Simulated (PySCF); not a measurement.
A GIAO shielding run with PySCF 2.14.0 with density-fitted response routines (density fitting, non-relativistic, gas phase) on `CC(C)(C)[SiH]1SCCS1`, C6H14S2Si:

```
$ OMP_NUM_THREADS=1 python probes_run.py task.json out

{"job": {"kind": "nmr", "xc": "PBE0", "basis": "pcSseg-1"}, "charge": 0, "multiplicity": 1}
C     -2.177593    -0.340054     1.234684
C     -1.319981    -0.087848    -0.002852
C     -2.081511     0.806238    -0.978698
C     -0.998407    -1.422053    -0.682111
Si     0.279417     0.795637     0.541382
S      1.601536     1.175276    -1.106966
C      3.099786     0.828386    -0.131405
C      2.954433    -0.464715     0.633760
S      1.551671    -0.399576     1.801622
H     -1.642066    -0.951313     1.957748
H     -3.095867    -0.857562     0.961264
H     -2.444633     0.598399     1.714995
H     -1.475066     1.025048    -1.855075
H     -2.995369     0.313221    -1.307423
H     -2.352630     1.748327    -0.507648
H     -1.918832    -1.921128    -0.982150
H     -0.392646    -1.264821    -1.573169
H     -0.460777    -2.082707    -0.003582
H      0.045135     2.055815     1.246895
H      3.267266     1.668751     0.542148
H      3.922975     0.764021    -0.842348
H      3.842659    -0.658549     1.234072
H      2.785747    -1.301810    -0.043603
```

Hardware: 1 thread of an Arm Neoverse V1, shared host. The job also computes population analyses, field gradients, ring-centre shieldings.

Problem. How large is the calculation?

Solution. 96 electrons, 244 basis functions and 1333 auxiliary functions.

Problem. How long does it take, and how much memory does it need?

Solution. 62 s of wall time, with 13 SCF cycles and 5 response iterations; peak memory 1.2 GiB. Times on a shared host scatter by some tens of per cent.
